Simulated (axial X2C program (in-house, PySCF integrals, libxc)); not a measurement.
**Outer orbitals of HfTe at 2.509 Å, BP86**

Computed with an in-house relativistic program for diatomic molecules. Spin-free means the one-electron spin-free X2C Hamiltonian; two-component (2c) means X2C with spin–orbit coupling and atomic mean-field two-electron Coulomb and Gaunt terms, so the difference of the two also holds small scalar two-electron terms. Basis: Hf dyall-cv3z [13s14p9d7f4g], Te dyall-cv3z [11s12p8d4f1g] (cores contracted in-house); Gaussian nuclei, density fitting, unrestricted open shells. Masses: Hf 179.947 u, Te 129.906 u.

The distance is close to the 2c PBE0 minimum; the highest filled and lowest empty levels are listed.

Spin-free orbitals, state M_S = 0, Λ = 0 (closed shell) (Löwdin shares):

```
symmetry  occupied  ε (eV)              atomic character
     φ-α       yes  -18.26                     100% Hf f
     φ+α       yes  -18.26                     100% Hf f
     δ-α       yes  -18.04                     100% Hf f
     δ+α       yes  -18.04                     100% Hf f
     π-α       yes  -17.88                     100% Hf f
     π+α       yes  -17.88                     100% Hf f
      σα       yes  -17.83                     100% Hf f
      σα       yes  -14.37  67% Te s, 10% Hf d, 10% Hf p
      σα       yes   -6.82   58% Te p, 28% Hf s, 7% Hf d
     π-α       yes   -5.84   58% Te p, 30% Hf d, 5% Hf p
     π+α       yes   -5.84   58% Te p, 30% Hf d, 5% Hf p
      σα       yes   -4.87   43% Hf s, 38% Hf d, 9% Te p
     δ-α        no   -3.76                      99% Hf d
     δ+α        no   -3.76                      99% Hf d
     π-α        no   -3.15  60% Hf d, 22% Hf p, 12% Te p
     π+α        no   -3.15  60% Hf d, 22% Hf p, 12% Te p
```

One partner of each degenerate Kramers or spin pair is listed.

Spinors with spin–orbit coupling (state Ω = 0):

```json
{"ω": "3/2", "occupied": "yes", "ε (eV)": "-34.54", "atomic character": "100% Hf p", "λ mixture": "100% π"}
{"ω": "1/2", "occupied": "yes", "ε (eV)": "-34.24", "atomic character": "98% Hf p", "λ mixture": "70% σ, 30% π"}
{"ω": "5/2", "occupied": "yes", "ε (eV)": "-19.16", "atomic character": "100% Hf f", "λ mixture": "89% φ, 11% δ"}
{"ω": "3/2", "occupied": "yes", "ε (eV)": "-18.92", "atomic character": "100% Hf f", "λ mixture": "75% δ, 25% π"}
{"ω": "1/2", "occupied": "yes", "ε (eV)": "-18.78", "atomic character": "100% Hf f", "λ mixture": "58% π, 42% σ"}
{"ω": "7/2", "occupied": "yes", "ε (eV)": "-17.59", "atomic character": "100% Hf f", "λ mixture": "100% φ"}
{"ω": "5/2", "occupied": "yes", "ε (eV)": "-17.39", "atomic character": "100% Hf f", "λ mixture": "89% δ, 11% φ"}
{"ω": "3/2", "occupied": "yes", "ε (eV)": "-17.25", "atomic character": "100% Hf f", "λ mixture": "75% π, 25% δ"}
{"ω": "1/2", "occupied": "yes", "ε (eV)": "-17.18", "atomic character": "100% Hf f", "λ mixture": "58% σ, 42% π"}
{"ω": "1/2", "occupied": "yes", "ε (eV)": "-14.38", "atomic character": "67% Te s, 10% Hf d, 10% Hf p", "λ mixture": "100% σ"}
{"ω": "1/2", "occupied": "yes", "ε (eV)": "-6.88", "atomic character": "60% Te p, 25% Hf s, 7% Hf d", "λ mixture": "94% σ, 6% π"}
{"ω": "1/2", "occupied": "yes", "ε (eV)": "-6.01", "atomic character": "58% Te p, 27% Hf d, 5% Hf p", "λ mixture": "94% π, 6% σ"}
{"ω": "3/2", "occupied": "yes", "ε (eV)": "-5.64", "atomic character": "56% Te p, 32% Hf d, 4% Hf p", "λ mixture": "100% π"}
{"ω": "1/2", "occupied": "yes", "ε (eV)": "-4.87", "atomic character": "44% Hf s, 38% Hf d, 9% Te p", "λ mixture": "99% σ, 1% π"}
{"ω": "3/2", "occupied": "no", "ε (eV)": "-3.94", "atomic character": "98% Hf d", "λ mixture": "97% δ, 3% π"}
{"ω": "5/2", "occupied": "no", "ε (eV)": "-3.55", "atomic character": "99% Hf d", "λ mixture": "100% δ"}
{"ω": "1/2", "occupied": "no", "ε (eV)": "-3.30", "atomic character": "56% Hf d, 26% Hf p, 12% Te p", "λ mixture": "90% π, 10% σ"}
{"ω": "3/2", "occupied": "no", "ε (eV)": "-2.97", "atomic character": "59% Hf d, 22% Hf p, 12% Te p", "λ mixture": "98% π, 2% δ"}
```

One partner of each degenerate Kramers or spin pair is listed.

Q: How does the gap between the highest filled and lowest empty level change from the spin-free to the 2c table?

A: From 1.11 to 0.93 eV at BP86, a change of -0.18 eV.

Mulliken charges and populations of the two-component result (they depend on the basis, above all on diffuse functions):

Hf 0.02 e (s 11.75 p 24.26 d 21.93 f 14.03 g 0.01), Te -0.02 e (s 9.89 p 22.10 d 20.02 f 0.01).

The state is one determinant whose occupation by symmetry is held fixed; it was picked as the lowest of a PBE0 search that is not exhaustive. PBE0 can misorder states that lie within some tenths of an eV, so this need not be the ground state of the molecule. The nearest other spin-free determinant of the search, M_S = 1, Λ = 2, lies 0.40 eV up at the distance of the search.
